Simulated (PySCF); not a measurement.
# Spinor energies of Zr²⁶⁺ (zirconium, charge +26)

Start: [Ne] 3s2 3p2; 3p1/2 filled at m_j = -1/2, +1/2. Calculated with PySCF 2.14 in an even-tempered Gaussian basis (19 s from 3.7 bohr⁻², ratio 2.4; 13 p from 4.8 bohr⁻², ratio 2.4; 5 d from 18 bohr⁻², ratio 2.6; 4 f from 27 bohr⁻², ratio 2.6): generalised Hartree-Fock with the X2C-1e Hamiltonian and a Gaussian nucleus; one run each with spin-orbit coupling (SO) switched off, then screened by Boettger's factors.

| spinor shell | electrons | ε, spin-free (eV) | ε, screened SO (eV) | weight of nominal j (screened SO) | rms radius, screened SO (bohr) |
| --- | --- | --- | --- | --- | --- |
| 1s1/2 | 2 | -19351.0 | -19348.6 | 1.000 | 0.0426 |
| 2s1/2 | 2 | -3777.3 | -3775.9 | 1.000 | 0.173 |
| 2p1/2 | 2 | -3499.3 | -3563.4 | 1.000 | 0.151 |
| 2p3/2 | 4 | -3499.3 | -3467.3 | 1.000 | 0.155 |
| 3s1/2 | 2 | -1409.6 | -1409.0 | 1.000 | 0.426 |
| 3p1/2 | 2 | -1334.0 | -1341.0 | 1.000 | 0.413 |

| quantity | spin-free | screened SO |
| --- | --- | --- |
| E (hartree) | -3131.85293 | -3132.92641 |
| M_J | 0 | 0 |
| ⟨J²⟩ | 2.001 | 0.000 |
| ⟨L²⟩ | 2.001 | 1.335 |
| ⟨S²⟩ | 2.000 | 1.335 |

Breit and QED terms are absent; they matter most for the inner s and p1/2 levels.

Densities and radii are taken from the X2C orbitals without a picture-change correction, which distorts them close to the nucleus.

Without spin-orbit coupling the j labels of p, d and f shells carry no meaning; the spin-free column gives the mean over the occupied spinors of each nl shell.
